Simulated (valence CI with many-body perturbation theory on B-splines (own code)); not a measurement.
## Gd24+: key properties

Method: configuration interaction combined with many-body perturbation theory (CI+MBPT): four valence electrons over a frozen Dirac-Fock core [Kr], radial functions for each j: 9 s, 9 p, 10 d, 8 f, 5 g, 3 h, 1 i, with the one-electron correlation potential Σ1, the two-electron term Σ2, the three-electron term Σ3, Breit, model QED; selected CI, second order for the rest (own B-spline code, finite nucleus).

No measured levels were compared; by estimate terms of the open shell hold to 2 to 4 % of their energy, and close levels can change places. Only levels of the ground parity were solved; by the run's estimate the other parity begins above the list, which can be wrong where configurations are misplaced.

Levels are named by their leading jj configuration (3d3/2^4 stands for four electrons in 3d with j = 3/2), which in mixed levels can hold well under half, so a name can repeat and another be missing.

Rates and lifetimes use the calculated energies. Strong lines usually hold to 10 to 20 %, long lifetimes can be off by a factor of two.

(1) What is the ground level?

(2) What is the ionisation energy?

(3) How well does LS coupling describe the low levels?

Answers

(1) (4d3/2^4) J=0, composition 51 % 4d4 3P + 40 % 4d4 5D + 8 % 4d4 1S.

(2) 811.13 eV; NIST lists 810 ± 4 eV (theoretical).

(3) Among the lowest 20 levels the leading LS term, summed over configurations, holds 53 % on average. For single configurations the figures are 53 % in LS and 84 % in jj coupling. Terms mix most in the J = 4 level at 8.840 eV, where the leading one holds 31 %.
